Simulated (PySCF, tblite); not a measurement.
Isomers of C7H9ClO. Computed values, GFN2-xTB/tblite, gas phase, harmonic and unscaled. This tight-binding method is rough: wavenumbers can miss measured ones by several per cent, in bad cases by 10 to 20. One conformer each.

Electronic energies: PBE0/pcSseg-1 single points on the GFN2-xTB geometries (PySCF, gas phase).

```csv
SMILES,"electronic energy, lowest = 0 (kJ/mol)"
C=C[C@@H]1C[C@@]1(C)C(=O)Cl,48.6
CCCc1occc1Cl,0.0
C=CC[C@@H](C=C)C(=O)Cl,73.6
C=C[C@@]1(C)C[C@@H]1C(=O)Cl,44.2
```

**Question.** How do GFN2-xTB zero-point energies change the relative energies?

**Answer.** 
```tsv
SMILES	ZPE (kJ/mol)	of it from modes above 1550 cm⁻¹	electronic (kJ/mol)	with ZPE, lowest = 0 (kJ/mol)	lowest mode (cm⁻¹)	rings
CCCc1occc1Cl	375.5	173.6	0.0	0.0	30	1
C=C[C@@]1(C)C[C@@H]1C(=O)Cl	368.5	186.8	44.2	37.2	46	1
C=C[C@@H]1C[C@@]1(C)C(=O)Cl	368.0	186.4	48.6	41.1	37	1
C=CC[C@@H](C=C)C(=O)Cl	364.2	196.3	73.6	62.3	18i	0
```

The zero-point energies span 11.3 kJ/mol, from `C=CC[C@@H](C=C)C(=O)Cl` to `CCCc1occc1Cl`. Slightly imaginary modes are left out of the zero-point energy: `C=CC[C@@H](C=C)C(=O)Cl` 18.1i cm⁻¹. The order is unchanged.

**Question.** And how do the electronic energies of GFN2-xTB itself compare?

**Answer.** `CCCc1occc1Cl` 0.0; `C=C[C@@]1(C)C[C@@H]1C(=O)Cl` 117.9; `C=C[C@@H]1C[C@@]1(C)C(=O)Cl` 119.9; `C=CC[C@@H](C=C)C(=O)Cl` 173.9 kJ/mol, lowest = 0. Against the energies above, taken from the same isomer `CCCc1occc1Cl`, the largest difference is 100.3 kJ/mol.

**Question.** What do entropy and thermal enthalpy add at 298.15 K and 1 bar (rigid rotor, harmonic oscillator, one conformer each)?

**Answer.** 
| SMILES | point group | symmetry number | S (J/(mol K)) | H − H(0) (kJ/mol) | ZPE + H − H(0) − TS (kJ/mol) |
| --- | --- | --- | --- | --- | --- |
| CCCc1occc1Cl | C1 | 1 | 403.0 | 26.61 | 282.0 |
| C=C[C@@]1(C)C[C@@H]1C(=O)Cl | C1 | 1 | 408.2 | 28.06 | 274.9 |
| C=C[C@@H]1C[C@@]1(C)C(=O)Cl | C1 | 1 | 412.4 | 28.37 | 273.4 |

Not tabulated: `C=CC[C@@H](C=C)C(=O)Cl` (lowest mode only 18i cm⁻¹).
